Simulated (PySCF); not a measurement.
Frontier levels across methods

Species: C₃HN₃Si.
Cartesian coordinates in Å at the PBE0-D3(BJ)/def2-SVP level; atoms count from 1:
```xyz
8
C3HN3Si angstrom
N      0.2812    2.8057   -0.5499
C      0.1752    1.7128   -0.1793
Si     0.0088   -0.0118    0.4448
C      1.4020   -1.0064   -0.2351
N      2.2841   -1.6391   -0.6407
C     -1.5658   -0.7047   -0.2124
N     -2.5645   -1.1408   -0.6065
H      0.0184   -0.0385    1.9222
```

Basis pcSseg-2 throughout (PySCF), one geometry. Geometry: PBE0-D3(BJ)/def2-SVP; no solvent, vibrations or thermal averaging.

**Question.** How do the orbital energies, the gap and the dipole change with the method?

**Answer.** 
```csv
method,kind,HOMO (eV),LUMO (eV),gap (eV),μ (D),SCF cycles
PBE,GGA,-9.47,-3.40,6.07,2.88,15
BP86,GGA,-9.57,-3.48,6.09,2.89,14
LDA,LDA,-9.63,-3.65,5.98,2.98,14
B97-2,global hybrid,-10.62,-2.51,8.11,2.96,13
mPW1PW91,global hybrid,-10.93,-2.49,8.45,2.98,13
BHandHLYP,global hybrid,-12.09,-1.42,10.67,3.09,12
LC-wPBE,range-separated hybrid,-13.82,-0.19,13.63,3.06,14
HF,Hartree–Fock,-13.92,1.17,15.10,3.18,10
```

The HOMO spans 4.46 eV, from PBE down to HF, and the gap runs from 5.98 eV (LDA) to 15.10 eV (HF). Over the methods PBE (0 %), BP86 (0 %), LDA (0 %), B97-2 (21 %), mPW1PW91 (25 %), BHandHLYP (50 %), HF (100 %), a straight line through the gap against the share of exact exchange rises by 0.91 eV for each 10 % (correlation coefficient 1.000). The dipole ranges from 2.88 D (PBE) to 3.18 D (HF). This basis has no diffuse functions.

The vertical ΔSCF ionisation energy at B3LYP/def2-SVPD is 12.75 eV; −ε(HOMO) comes closest to it with BHandHLYP (12.09 eV).
